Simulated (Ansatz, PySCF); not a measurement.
Pair of molecules: GeH4 (SMILES [GeH4]) (first 5 atoms) with CH2F2 (SMILES FCF); geometry from B3LYP-D3(BJ)/def2-TZVP, rigid monomers moved along the line of their centres of mass till Ge1···F6 is 4.71 Å.
(charge 0, multiplicity 1):
```xyz
10

Ge    -0.7001     0.5347     0.3469
H     -0.8604     0.6186    -1.1801
H     -0.3754    -0.9192     0.7270
H     -2.0131     0.9564     1.0199
H      0.4431     1.4518     0.7963
F      0.2139    -0.2834     4.8945
C      1.1067    -1.3115     4.9746
F      2.3078    -0.8751     4.5063
H      0.7573    -2.1259     4.3388
H      1.2191    -1.5927     6.0227
```

Counterpoise-corrected where a basis set is named; no monomer relaxation. Rows marked so take none.

Rows in 6-31G* carry no dispersion term and start afresh at each structure (6-31G* with six Cartesian d functions); the Pople sets are all-electron and without relativity.

Run with Ansatz (Gaussian basis) for Hartree–Fock, density functionals and correlated methods; PySCF for 6-31G* rows, the dispersion terms. Values without a source in brackets are computed.

Q: Give the interaction energy at the level HF/6-31G* (no counterpoise).

A: -0.4 kcal/mol

Ansatz is a program for electronic structure.
